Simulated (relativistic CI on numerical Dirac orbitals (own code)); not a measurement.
# Crystal-field levels of Mn3+, 3d4

Calculated by Dirac-Coulomb-Breit CI, orbitals from a KLI potential per configuration, QED by a radiative potential, valence Slater integrals scaled by 0.75, one configuration in a parametric crystal field (own radial code).

Field parameters in Wybourne normalisation: D4h B²₀ = −7Ds, B⁴₀ = 21(Dq − Dt), B⁴₄ = 21√(5/14) Dq. The field is a parameter set, without covalency.

S is read from ⟨S²⟩ = S(S + 1).

Levels (cm⁻¹, degeneracy): 0 (1), 0 (1), 18 (2), 24 (1), 6385 (1), 6463 (2), 7314 (1), 7319 (1), 7382 (1), 7415 (1), 7460 (2), 7641 (1).

**Question.** Which field gives this pattern?
A. D4h, 10Dq = 21600, Ds = -1500, Dt = 730 cm⁻¹
B. D4h, 10Dq = 21600, Ds = -270, Dt = 730 cm⁻¹
C. D4h, 10Dq = 21600, Ds = 950, Dt = 730 cm⁻¹
D. D4h, 10Dq = 21600, Ds = -1090, Dt = 730 cm⁻¹

**Answer.** C. D4h, 10Dq = 21600, Ds = 950, Dt = 730 cm⁻¹, ground level with S = 2.00.
